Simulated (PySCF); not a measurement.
## Mayer bond orders and bond lengths

Species: H₇NSSi₂.
Numbering: `[NH2:1][SiH2:2][S:3][SiH3:4]` (hydrogens: H5, H6 on N1; H7, H8 on Si2; H9, H10, H11 on Si4)

Structure used (GFN2-xTB), in Å, numbered top down from 1:
```
atom  x, y, z in Å
N1    -1.6295    0.4315   -0.7730
Si2   -1.1800   -0.5744    0.5457
S3     0.6280    0.2646    1.3612
Si4    2.0601    0.1928   -0.2278
H5    -1.5127    1.4294   -0.6866
H6    -2.4719    0.2240   -1.2840
H7    -2.0473   -0.6199    1.7170
H8    -0.9158   -1.8911   -0.0184
H9     1.4617   -0.4679   -1.3784
H10    3.1940   -0.5581    0.2923
H11    2.4189    1.5717   -0.5338
```

Bond orders from the PBE0/pcSseg-1 density (PySCF). One conformer (not necessarily the lowest) at the GFN2-xTB geometry, without solvent, vibrations or thermal averaging.

How far do the computed orders between heavy atoms stray from the drawn ones?

The largest departure is 0.072, at S3–Si4 (drawn single, 0.928).

Give the Mayer order of every bond between heavy atoms, beside its length.

```tsv
bond	drawn as	length (Å)	Mayer order
N1–Si2	single	1.718	1.038
Si2–S3	single	2.154	0.961
S3–Si4	single	2.140	0.928
```

By pair of heavy elements: S–Si: lowest S3–Si4 (0.928, 2.140 Å), highest Si2–S3 (0.961, 2.154 Å); in 1 of the 1 pairs the longer bond (by over 0.003 Å) has the higher order (by 0.02 or more).

And the bonds to hydrogen?

H–N: 0.94 to 0.95 (2 bonds); H–Si: 0.89 to 0.93 (5 bonds).

Sum the orders of all bonds at each heavy atom with more than one neighbour and set the sums beside the valence in the SMILES.

N1 2.929 (drawn 3), Si2 3.807 (drawn 4), S3 1.889 (drawn 2), Si4 3.716 (drawn 4). Orders between atoms that aren't bonded are not in these sums.

The Mayer order sums products of elements of PS (density times overlap matrix) between the two atoms' basis functions, so it depends on the basis set.
